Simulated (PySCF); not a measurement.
## Exercise with solution: oscillator strength and radiative lifetime

Sb(F)(OH)2 (FH2O2Sb), SMILES [OH][Sb]([OH])[F].

Geometry optimised at B3LYP-D3(BJ)/def2-SVP. The def2 effective core potentials stand for the cores of Sb; spin–orbit coupling is left out. The values are those of a single conformer.

TDDFT-M06-2X/def2-SVPD (PySCF) puts the first singlet state with f over 0.02 at 6.55 eV (vertical), with the transition dipole (0.666, 0.492, -0.001) in atomic units.

Task: Find the oscillator strength, the wavelength and the radiative lifetime that this transition would have in vacuum if emission retraced absorption.

Result: 
|μ|² = 0.6856 au, so |μ| = 2.10 D. ΔE = 6.55/27.211 = 0.2407 hartree. f = (2/3) ΔE |μ|² = 0.110 (the program prints 0.110).
λ = 1239.84/6.55 = 189 nm; ν = 52829 cm⁻¹.
Einstein's coefficient A = 0.6670 ν² f s⁻¹ (ν in cm⁻¹) = 2.0e8 s⁻¹, so τ = 1/A = 4.9 ns. This state is S1. The figure is the radiative limit of this one transition; relaxation, internal conversion, crossing to triplets and a medium change what is measured.
